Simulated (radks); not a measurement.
Q: Ba XIII, configuration [Kr] 4d8 (the NIST ground configuration). Method: scalar-relativistic Kohn-Sham, PBEsol, spin-polarised, spherical densities, finite nucleus; open shells are filled with parallel spins first (spin-orbit coupling, left out, can overturn this in heavy ions); Fermi nuclear charge, rms radius 4.8378 fm; computed with a radial shooting solver on a logarithmic mesh with Libxc functionals. Some entries of the table are withheld. Estimate them.

orbital  occ.  eigenvalue (hartree)  r(max) (bohr)
1s up       1             -1376.534        0.01643
1s down     1             -1376.533        0.01643
2s up       1             -224.2887        0.09291
2s down     1             -224.2541        0.09290
2p up       3             -201.9963        0.07463
2p down     3             -201.9691        0.07463
3s up       1             -53.43716         0.2662
3s down     1             -53.41823         0.2663
3p up       3             -46.28952         0.2604
3p down     3             -46.26850         0.2604
3d up       5             -35.91997         0.2147
3d down     5             -35.88944         0.2148
4s up       1             -16.36051         0.6196
4s down     1             -16.26327         0.6193
4p up       3                   (1)            (2)
4p down     3                   (3)            (4)
4d up       5             -10.53082         0.6766
4d down     3             -10.43664         0.6766
5s up       0              -7.16707            (5)
5s down     0              -7.12310            (6)
5p up       0              -6.34003          1.386
5p down     0              -6.30174          1.391

A: 
(1) 4p up eigenvalue (hartree): -13.99597
(2) 4p up r(max) (bohr): 0.6454
(3) 4p down eigenvalue (hartree): -13.89938
(4) 4p down r(max) (bohr): 0.6452
(5) 5s up r(max) (bohr): 1.293
(6) 5s down r(max) (bohr): 1.297
